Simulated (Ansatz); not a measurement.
The cluster Al₂Sb₂, relaxed as a singlet with RKS r2SCAN-D4/def2-SVP in Ansatz, starting from the GFN2-xTB geometry. Force threshold 0.02 eV/Å.

In the def2 sets Sb takes a core potential; there is no spin–orbit coupling. The structure comes from a short search, and lower isomers may exist.

Start:

```xyz
4

Al   -1.3258    1.4656   -1.4304
Al    1.3270   -1.4624    1.4331
Sb    0.0814    0.9637    0.9041
Sb   -0.0826   -0.9668   -0.9067
```

**Question.** Estimate the energy that the relaxation releases and the steps that it takes.

**Answer.** 1.4 kcal/mol, in 4 steps; 5 s on 4 threads of Arm Neoverse V1 on a shared host. No frequencies were taken in this run, so the end may be a saddle point.

**Question.** Does the start keep its bonding?

**Answer.** By distances, no bond broke or formed. The bond that changes most is Al1–Sb3, from 2.77 to 2.86 Å (atoms count from 1).

**Question.** Predict the relaxed structure.

**Answer.** 
```xyz
4

Al   -1.375    1.517   -1.485
Al    1.375   -1.516    1.485
Sb    0.084    0.972    0.915
Sb   -0.084   -0.972   -0.915
```
Bond lengths (bridged metal pairs left out): 4 × Al–Sb 2.86 Å; 1 × Sb–Sb 2.67 Å.
